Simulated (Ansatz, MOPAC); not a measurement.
System: Si2H4F, net charge -1, singlet state. SMILES: F[SiH2][SiH2-]

Atoms: F1, Si2, Si3, H4, H5, H6, H7. Bonds: F1-Si2, Si2-Si3, Si2-H4, Si2-H5, Si3-H6, Si3-H7.

Bond lengths (Å) and angles (degrees) optimised at PM3 with MOPAC; PM6 with MOPAC; MNDO with MOPAC; HF/STO-3G with Ansatz (a quantum-chemistry and plane-wave program); HF/6-31G* with Ansatz; MP2/6-31G* with Ansatz, each started from the B3LYP-D3(BJ)/def2-TZVP structure (Ansatz) of the last column. A row stands for all coordinates that are equal there; 11 of 15 kinds are shown. 6-31G* holds six Cartesian d functions. No wavenumbers were computed at MNDO, HF/STO-3G, MP2/6-31G*, so these may be saddle points.

```
coordinate    PM3    PM6   MNDO  HF/STO-3G  HF/6-31G*  MP2/6-31G*  B3LYP-D3(BJ)/def2-TZVP
----------  -----  -----  -----  ---------  ---------  ----------  ----------------------
F1-Si2      1.620  1.634  1.617      1.657      1.636       1.662                   1.656
Si2-Si3     2.452  2.001  2.012      2.312      2.364       2.338                   2.347
Si2-H4      1.514  1.502  1.407      1.444      1.502       1.512                   1.509
Si2-H5      1.516  1.501  1.407      1.445      1.503       1.514                   1.510
Si3-H6      1.520  1.536  1.381      1.466      1.533       1.538                   1.539
Si3-H7      1.519  1.536  1.381      1.465      1.529       1.534                   1.534
F1-Si2-Si3  116.8  134.4  117.1      115.5      114.8       115.5                   114.4
F1-Si2-H4   106.3  101.9  102.0      101.0      103.3       103.5                   102.6
F1-Si2-H5   105.5  101.9  102.0      100.6      101.7       101.4                   100.5
Si3-Si2-H4  110.0  104.8  116.3      115.9      112.3       111.2                   112.5
Si3-Si2-H5  114.1  104.8  116.3      120.8      120.6       121.3                   122.1
```

Mean signed difference of all 6 bond lengths from B3LYP-D3(BJ)/def2-TZVP: PM3 0.008 Å, PM6 -0.064 Å, MNDO -0.148 Å, HF/STO-3G -0.051 Å, HF/6-31G* -0.004 Å, MP2/6-31G* 0.001 Å.
